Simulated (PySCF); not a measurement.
C4H5NO. Atoms are numbered in the order given.

```xyz
11

N      2.6055     0.3048     0.0000
C      1.5125    -0.0928     0.0000
C      0.1361    -0.5611     0.0000
C     -0.8559     0.0371    -1.0313
O     -1.8166     0.2999     0.0000
C     -0.8559     0.0371     1.0313
H      0.1225    -1.6609     0.0000
H     -1.2355    -0.6570    -1.7974
H     -0.4891     0.9602    -1.5136
H     -1.2355    -0.6570     1.7974
H     -0.4891     0.9602     1.5136
```
Charge 0, spin multiplicity 1.

Geometry optimised at TPSSh-D3(BJ)/def2-SVP.

Calculation: PBE0/def2-TZVP (PySCF).

The molecule is in vacuum.

```
Item                                                                                                             Value
---------------------------------------------------------------------------------------------  -----------------------
total energy                                                                                        -285.12329 hartree
point group                                                                                                         Cs
highest occupied level                                                                                        -8.02 eV
lowest empty level                                                                                             0.12 eV
orbital gap                                                                                                    8.14 eV
dipole moment                                                                                                   2.79 D
quadrupole, principal values (traceless, Buckingham form, about the centre of nuclear charge)  -18.29, 7.70, 10.59 D·Å
mean static polarisability                                                                        51.6 bohr³ (7.64 Å³)
polarisability, principal values                                                                41.8, 48.9, 64.0 bohr³
```
